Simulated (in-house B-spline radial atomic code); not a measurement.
**Binding energies in the hafnium ion Hf³⁺**

NIST's tabulated ground configuration is [Xe] 4f14 5d1; each binding energy is the energy of the ion with one electron taken from that subshell, relaxed, less that of the parent. Level of theory: Dirac-Hartree-Fock, average of configuration, Fermi nucleus of rms radius 5.347 fm; calculated with a B-spline radial code for spherical atoms. Energies include first-order Breit, QED and recoil terms.

```csv
subshell,X-ray name,binding energy (eV),-ε (eV),relaxation (eV)
1s,K,65376.5,65781.4,86.1
2s,L1,11314.5,11404.8,51.4
2p1/2,L2,10775.2,10869.0,55.7
2p3/2,L3,9596.8,9674.5,52.9
3s,M1,2641.8,2678.6,29.1
3p1/2,M2,2404.8,2441.9,30.0
3p3/2,M3,2148.9,2181.7,28.5
4s,N1,578.5,591.8,11.6
4p1/2,N2,480.9,493.7,11.4
4p3/2,N3,422.6,433.6,10.3
5s,O1,105.3,107.2,1.7
5p1/2,O2,74.67,76.24,1.40
5p3/2,O3,66.64,67.85,1.14
4f5/2,N6,51.95,59.35,7.54
4f7/2,N7,50.29,57.41,7.31
5d,"O4,5",31.97,32.26,0.30
```

Relaxation = -ε minus the binding energy without Breit, QED and recoil terms.

Emission lines follow as differences of binding energies, with λ = 12398.42 eV·Å / E:

```csv
line,holes,energy (eV),wavelength (Å)
K-L3,1s → 2p3/2,55779.7,0.22227
K-L2,1s → 2p1/2,54601.3,0.22707
K-M3,1s → 3p3/2,63227.6,0.19609
L1-M3,2s → 3p3/2,9165.6,1.3527
L3-M1,2p3/2 → 3s,6955.0,1.7827
```

Question: What screening constant σ does Moseley's law, E = (3/4)·13.6057 eV·(Z - σ)², need for K-L3?

Answer: σ = -1.93.

Moseley's non-relativistic formula needs a falling, then negative, screening constant for heavy elements, because relativity binds the 1s electron more strongly than the formula allows.

Question: What does it cost to remove both a 4f5/2 and a 5p1/2 electron?

Answer: 144.66 eV, which is 18.05 eV more than the two single binding energies together.

Question: What does it cost to remove both a 4p3/2 and a 5d electron?

Answer: 469.18 eV, which is 14.63 eV more than the two single binding energies together.

Question: What does it cost to remove both a 2p1/2 and a 5p3/2 electron?

Answer: 10860 eV, which is 18.16 eV more than the two single binding energies together.
